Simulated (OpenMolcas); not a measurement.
Tc3+ in a point-charge field

Tc3+ among 3 point charges of -3 e arranged as a planar triangle (D3h), 2.31 Å from the ion.

```
Program             : OpenMolcas
Method              : CASSCF
Basis               : ANO-RCC-VDZP [6s5p3d1f]
Scalar Hamiltonian  : DKH2, point nucleus
Active space        : 4 electrons in 5 orbitals (4d)
State averaging     : 2S+1 = 5 even, 5 roots; 2S+1 = 3 even, 45 roots; 2S+1 = 1 even, 50 roots
Spin-orbit coupling : RASSI with atomic mean-field integrals over the reference wave functions
```

The lowest spin-free states (labels of D3, the rotations of D3h), above the lowest:

| State | Degeneracy | E (cm-1) | Free-ion L (%) |
| --- | --- | --- | --- |
| 5E | 2 | 0.0 | D (100) |
| 5E | 2 | 13820 | D (100) |
| 3A2 | 1 | 15394 | H (53) |
| 3A1 | 1 | 16370 | G (44) |
| 3A2 | 1 | 16372 | G (43) |
| 3E | 2 | 16798 | F (38) |
| 3E | 2 | 18774 | H (63) |
| 5A1 | 1 | 18937 | D (100) |
| 3E | 2 | 18953 | H (54) |
| 3E | 2 | 19464 | H (53) |
| 3E | 2 | 21984 | F (58) |
| 3A2 | 1 | 22212 | P (73) |
| 1A1 | 1 | 23290 | I (79) |
| 1E | 2 | 23599 | I (77) |
| 3A1 | 1 | 24253 | G (61) |
| 1E | 2 | 24381 | I (64) |
| 3A2 | 1 | 26266 | F (70) |
| 3A1 | 1 | 26346 | F (70) |
| 3E | 2 | 26912 | P (58) |
| 1A1 | 1 | 26969 | D (60) |

The lowest levels with spin-orbit coupling:

```csv
E (cm-1),Degeneracy,Label,2S+1,g
0.0,1,A1,5,
4.8,1,A2,5,
548.1,2,E,5,0.00 0.00 0.02
1080,2,E,5,0.00 0.00 3.97
1602,1,A1,5,
1602,1,A2,5,
2116,2,E,5,0.00 0.00 11.96
14244,2,E,5,0.00 0.00 5.70
14324,1,A1,5,
14657,1,A2,5,
14781,2,E,5,0.00 0.00 2.27
15034,2,E,5,0.00 0.00 5.98
15382,2,,5,0.00 0.00 9.97
16052,2,E,3,0.00 0.00 2.07
16112,1,A1,3,
16193,2,E,3,0.00 0.00 3.77
17421,1,A2,3,
17426,1,A1,3,
17438,2,E,3,0.00 0.00 5.94
17842,1,A1,3,
```

Powder χT (cm3 K/mol): 0.28 at 2 K, 0.511 at 10 K, 0.628 at 50 K, 0.753 at 100 K, 0.986 at 200 K, 1.19 at 300 K. The effective moment at 300 K is 2.828 √(χT) = 3.08 μB.

The lowest level has 2S+1 = 5, for which the spin-only value is χT = S(S+1) / 2 = 3.000 cm3 K/mol (g = 2). The computed 1.187 at 300 K differs by -1.813, through orbital momentum, spin-orbit coupling and any other state in reach.

An orbital doublet at a regular site is open to a Jahn-Teller distortion, which this geometry leaves out. Without dynamic correlation the repulsion within the d shell is too large (B by tens of per cent), so at a given field states of lower spin stand too high. Point charges give a weaker field than real ligands, and real ions of this kind are as a rule low spin; the high spin found here belongs to the model. This is an electrostatic model: the charges have no orbitals. No measured value stands beside these numbers.

With an even number of electrons the g values are those of a degenerate or nearly degenerate non-Kramers pair.
